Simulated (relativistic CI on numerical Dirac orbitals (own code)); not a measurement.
L2,3 absorption of iron in several valence states

Computed multiplet spectra 2p⁶3dⁿ → 2p⁵3dⁿ⁺¹ (Dirac-Coulomb-Breit ions, Slater integrals scaled by 0.8, an assumed crystal field that grows with the charge, no charge transfer; 300 K; Lorentzian 0.4 eV and Gaussian 0.3 eV FWHM at both edges, so that L2 comes out sharper than in experiment). Peaks over 5 % are given in eV from the highest peak in the L3 region of each spectrum (height, largest 100). S of the lowest state is read from ⟨S²⟩, and the branching ratio is the share of L3, cut at the minimum between the edges.

Field parameters in Wybourne normalisation: Td as Oh with Dq negative (B⁴₀ = 21Dq, B⁴₄ = √(5/14) B⁴₀). The field is a parameter set, without covalency.

- Fe2+ (d6, Td, 10Dq = -3750 cm⁻¹): S = 2.00, high spin, branching ratio 0.75; peaks -0.6 (94), 0.0 (100), 0.7 (66), 2.3 (32), 3.8 (14), 12.2 (29), 12.9 (33), 14.2 (11), 15.2 (11)
- Fe3+ (d5, Td, 10Dq = -4850 cm⁻¹): S = 2.50, high spin, branching ratio 0.76; peaks 0.0 (100), 1.4 (40), 4.3 (13), 12.5 (17), 14.4 (25)
- Fe4+ (d4, Td, 10Dq = -5950 cm⁻¹): S = 2.00, high spin, branching ratio 0.77; peaks -3.8 (9), -3.2 (9), -1.7 (16), 0.0 (100), 0.6 (77), 2.1 (61), 3.3 (49), 6.7 (7), 8.0 (26), 9.6 (19), 11.3 (17), 13.0 (31), 13.9 (29), 16.4 (12)

Problem. What spin state follows for Fe5+ in Td, 10Dq = -7050 cm⁻¹, and does its branching ratio lie nearer 2/3 or nearer 0.8?

Solution. Fe5+ (d3, Td, 10Dq = -7050 cm⁻¹): S = 1.50, branching ratio 0.64; peaks -2.8 (14), 0.0 (100), 2.0 (64), 2.9 (38), 3.7 (27), 8.6 (31), 9.3 (28), 10.8 (26), 12.3 (40), 14.0 (43), 16.3 (7). High-spin states, above all those with an unquenched orbital moment, raise the ratio above the statistical 2/3; low spin and nearly empty shells keep it near or below 2/3.

The centroid of the whole edge, which also moves with the branching ratio, lies at 713.4 (Fe2+), 716.3 (Fe3+), 720.0 (Fe4+), 724.9 (Fe5+) eV in this ionic model, in steps of 2.9 to 4.9 eV. Compounds show about 1 to 2 eV a unit and lower energies for the high valences, since ligands screen the charge. The multiplet shape follows the d count and the spin state, and so serves as a fingerprint of valence.
